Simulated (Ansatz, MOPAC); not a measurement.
Spectroscopic constants of SeH+, multiplicity 3 (lowest of 2S+1 = 1, 3, 5 at CCSD(T)/def2-TZVPP on PBE0 minima; our sources give no spin for the ground state, which may be another). No spin–orbit coupling. Se is treated without relativity.

The constants come from a fifth-degree fit in 1/R (seven points, main isotopes). In def2 and cc sets the state is the lowest found near the PBE0 minimum, followed along R.

Correlated levels freeze the inner cores; with def2 sets outer-core shells near the valence are correlated too. CBS: X⁻³ extrapolation of the correlation energy, Hartree–Fock from the larger set. The state that PM6 reach isn't checked.

Codes used: Ansatz (a program for electronic structure) with Gaussian orbitals; MOPAC for PM6 (differences of heats of formation). 

Task: What bond length and harmonic frequency does PM6 give?

Result: r_e = 1.478 Å, ω_e = 2396 cm⁻¹.

Task: What bond length and harmonic frequency does wB97X-V/def2-TZVPP give?

Result: r_e = 1.484 Å, ω_e = 2398 cm⁻¹.

Task: What bond length and harmonic frequency does CCSD(T)/CBS(def2-TZVPP, def2-QZVPP) give?

Result: r_e = 1.482 Å, ω_e = 2347 cm⁻¹.
